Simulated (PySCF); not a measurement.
C3H3BrF2.

```xyz
9

F     -0.3214     2.4670    -1.0961
C     -0.2693     1.6598     0.0000
F     -0.3214     2.4670     1.0961
C      1.0199     0.9033     0.0000
C      1.1690    -0.4208     0.0000
Br    -0.2470    -1.6827     0.0000
H     -1.1572     1.0081     0.0000
H      1.9203     1.5272     0.0000
H      2.1495    -0.8994     0.0000
```

Coordinates come from a B3LYP-D3(BJ)/def2-SVP optimisation. The structure was generated by enumeration; whether it is a known compound was not checked. Other conformers were not sampled.

Level of theory: PySCF with PBE/pcSseg-1. Non-relativistic, no solvent.

Computed absolute GIAO shielding of each atom: isotropic value and principal components (ppm):
| atom | σ(iso) | σ11 | σ22 | σ33 | span |
|---|---|---|---|---|---|
| F1 | 281.8 | 174.3 | 308.5 | 362.7 | 188.4 |
| C2 | 59.0 | 36.4 | 65.2 | 75.5 | 39.1 |
| F3 | 281.8 | 174.3 | 308.5 | 362.7 | 188.4 |
| C4 | 43.1 | -66.9 | 61.5 | 134.7 | 201.6 |
| C5 | 43.6 | -42.3 | 50.4 | 122.8 | 165.1 |
| Br6 | 2025.1 | 1356.6 | 2026.2 | 2692.6 | 1336.1 |
| H7 | 24.3 | 21.3 | 22.5 | 29.1 | 7.8 |
| H8 | 24.9 | 23.3 | 24.2 | 27.4 | 4.1 |
| H9 | 24.7 | 19.7 | 24.4 | 30.1 | 10.4 |
